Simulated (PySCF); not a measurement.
Computed with PBE-D3(BJ)/def2-TZVP // PBE-D3(BJ)/def2-SVP in PySCF. Isolated molecules, 0 K electronic values unless said otherwise. 

Reference species (SMILES): `Fc1c([SiH3])sc2ccccc12` (neutral, multiplicity 1).

- HOMO–LUMO gap: 3.32 eV
- LUMO: -2.19 eV

Changed species: `Fc1cc2ccc([SiH3])cc2s1`.

What does the change do to the HOMO–LUMO gap and LUMO?

the HOMO–LUMO gap rises by 0.36 eV, to 3.68 eV; the LUMO rises by 0.20 eV, to -1.99 eV.
